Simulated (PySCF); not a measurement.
**`CC/C(=C/C#N)C(=O)O`: 4 charge schemes on one density**

C6H7NO2.
Z-matrix (Å and degrees, GFN2-xTB geometry), rows numbered from 1:
```
C 
C   1  1.5314
C   2  1.4952  1  110.56
C   3  1.3406  2  122.97  1   104.50
C   4  1.4071  3  125.62  2   178.70
N   5  1.1470  4  175.99  3  -164.79
C   3  1.4902  2  115.14  1   -76.41
O   7  1.2046  3  123.77  2   -24.96
O   7  1.3343  3  113.21  2   154.97
H   1  1.0867  2  109.91  3  -179.96
H   1  1.0880  2  110.58  3   -60.02
H   1  1.0872  2  110.37  3    60.34
H   2  1.0919  1  108.74  3  -118.67
H   2  1.0908  1  109.82  3   121.85
H   4  1.0840  3  120.17  2     0.54
H   9  0.9705  7  110.90  3   177.57
```

Density: PBE0/pcSseg-1 (PySCF); schemes: Mulliken, IAO, Hirshfeld and ESP-fitted. Isolated species at its GFN2-xTB geometry (one conformer only).

**Question.** At which atom do the 4 schemes differ most?

**Answer.** At C7: from +0.213 (Hirshfeld) to +0.670 e (ESP-fitted), 0.457 e apart.

**Question.** Which atoms carry the lowest charge in the Mulliken, IAO, Hirshfeld and ESP-fitted schemes?

**Answer.** The schemes don't all agree: Mulliken O8 (-0.394); IAO O9 (-0.460); Hirshfeld O8 (-0.253); ESP-fitted O8 (-0.511).

**Question.** Tabulate the Mulliken, IAO, Hirshfeld and ESP-fitted charges.

**Answer.** In e:

| atom | environment | Mulliken | IAO | Hirshfeld | ESP-fitted |
| --- | --- | --- | --- | --- | --- |
| C1 | methyl carbon | -0.275 | -0.414 | -0.112 | -0.235 |
| C2 | allylic carbon | -0.129 | -0.259 | -0.064 | +0.112 |
| C3 | fully substituted alkene carbon | -0.322 | +0.008 | +0.029 | -0.093 |
| C4 | alkene CH carbon | 0.000 | -0.179 | -0.021 | -0.388 |
| C5 | nitrile carbon | +0.127 | +0.145 | +0.068 | +0.487 |
| N6 | nitrile nitrogen | -0.235 | -0.227 | -0.213 | -0.473 |
| C7 | carboxylic acid carbon | +0.537 | +0.518 | +0.213 | +0.670 |
| O8 | acid carbonyl oxygen | -0.394 | -0.454 | -0.253 | -0.511 |
| O9 | acid hydroxyl oxygen | -0.352 | -0.460 | -0.148 | -0.506 |
| H10 | methyl hydrogen | +0.127 | +0.151 | +0.050 | +0.070 |
| H11 | methyl hydrogen | +0.118 | +0.143 | +0.040 | +0.075 |
| H12 | methyl hydrogen | +0.130 | +0.148 | +0.042 | +0.079 |
| H13 | methylene hydrogen | +0.156 | +0.170 | +0.048 | +0.038 |
| H14 | methylene hydrogen | +0.123 | +0.144 | +0.049 | +0.025 |
| H15 | vinylic hydrogen | +0.137 | +0.186 | +0.074 | +0.234 |
| H16 | acid proton | +0.253 | +0.381 | +0.198 | +0.413 |

Mean size of the charges over all atoms: ESP-fitted 0.276 e, IAO 0.249 e, Mulliken 0.213 e, Hirshfeld 0.101 e. Each set sums to the total charge, 0, to within 0.001 e. The Hirshfeld scheme divides the density at each point in proportion to the densities of the neutral, spherically averaged free atoms.

**Question.** How many electrons does the Mulliken scheme count on C3?

**Answer.** Z − q = 6 − (-0.322) = 6.322.

**Question.** How closely do the schemes follow one another over all atoms?

**Answer.** Correlation coefficient and root-mean-square difference: IAO with Hirshfeld 0.93, 0.176 e; Mulliken with IAO 0.92, 0.116 e; Hirshfeld with ESP-fitted 0.89, 0.240 e; Mulliken with Hirshfeld 0.88, 0.152 e; IAO with ESP-fitted 0.86, 0.173 e; Mulliken with ESP-fitted 0.84, 0.189 e.

The run behind these numbers computed NMR shieldings as well. The run took 53 s wall on Arm Neoverse N1, one thread (shared host).
